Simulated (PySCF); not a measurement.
P (phosphorus, neutral) across methods

[Ne] 3s1 3p3 3d1, high-spin 6D determinant (an excited configuration). Calculation: PySCF 2.14, in aug-cc-pV(Q+d)Z; the non-relativistic Hamiltonian (point nucleus).

```
 method  E (hartree)  mean ε 3s α (eV)  mean ε 3p α (eV)  mean ε 3d α (eV)  Σ⟨r²⟩ (bohr²)   ⟨S²⟩
    LDA    -339.4817           -18.595            -9.626             0.029          43.85  8.750
 r2SCAN    -340.7542           -19.649           -10.092             0.028          43.58  8.750
LC-wPBE    -340.6514           -24.339           -13.837            -2.083          42.12  8.750
   PBE0    -340.6362           -21.005           -11.039            -0.500          43.52  8.750
    M06    -340.7332           -20.565           -10.735            -0.293          44.65  8.750
    PBE    -340.6016           -18.668            -9.627            -0.004          43.91  8.750
    UHF   -340.27260           -27.486           -14.831            -1.824          43.15  8.750
   PW91    -340.7456           -18.700            -9.658            -0.023          43.77  8.750
```

**Question.** Estimate the same row for TPSS.

**Answer.** E (hartree) = -340.7810; mean ε 3s α (eV) = -18.919; mean ε 3p α (eV) = -9.701; mean ε 3d α (eV) = 0.028; Σ⟨r²⟩ (bohr²) = 43.75; ⟨S²⟩ = 8.750.

The outer electron is Rydberg-like, and this basis confines it to a smaller radius and binds it less than a complete one would.

The highest occupied level is positive at LDA, r2SCAN, TPSS: only the finite basis holds that electron, which in a density functional comes from self-interaction.
